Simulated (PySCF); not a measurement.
# CuFCl: from structure and modes to constants

Level of theory: UPBE0 in PySCF with Cu def2-TZVP, F def2-TZVP, Cl def2-TZVP; no relativity; density-fitted integrals.

The doublet minimum has Cs symmetry. Masses (u): Cu 62.92960, F 18.99840, Cl 34.96885.

```xyz
3
charge 0 multiplicity 2, angstrom
Cu   -0.3309    0.0000   -0.0974
F    -2.0557    0.0000   -0.0739
Cl    1.7124    0.0000    0.2150
```

Harmonic wavenumbers (cm⁻¹): 104.0 (a', ×1), 393.6 (a', ×1), 687.7 (a', ×1).

Task: Find the principal moments of inertia and the rotational constants. What kind of rotor is it?

Result: About the centre of mass I = 0.64305, 191.39, 192.03 u Å². With B = 16.8576/I this gives 26.22, 0.08808, 0.08779 cm⁻¹. The molecule is an asymmetric top with κ = -1.00.

Task: What is the harmonic zero-point energy?

Result: Half the sum of all 3 wavenumbers, 1185/2 = 593 cm⁻¹, which is 7.1 kJ/mol (1 cm⁻¹ = 0.0119627 kJ/mol).

Task: Find the vibrational entropy and heat capacity at 298.15 K.

Result: With u = 1.43878 ω/T, each mode gives S = R[u/(eᵘ−1) − ln(1−e⁻ᵘ)] and C = R u² eᵘ/(eᵘ−1)².
```
ω (cm⁻¹)      u  S (J/(mol K))  C (J/(mol K))
   104.0  0.502          14.13           8.14
   393.6  1.899           4.13           6.21
   687.7  3.319           1.34           3.57
```
The sums over all modes are S = 19.6 and C = 17.9 J/(mol K); the softest mode gives 72 % of the entropy.

Task: Give the standard entropy (298.15 K, 1 bar) by its translational, rotational, vibrational and spin parts, and Cp.

Result: Sackur–Tetrode with M = 116.90 u gives 168.2; rotation with symmetry number 1 gives 90.4; vibration 19.6; spin R ln 2 = 5.8. The total is 284.0 J/(mol K), and Cp = 4 R + 17.9 = 51.2 J/(mol K).

Other isomers or separated fragments may lie lower. With open d or f shells other occupations or spin states may lie lower.
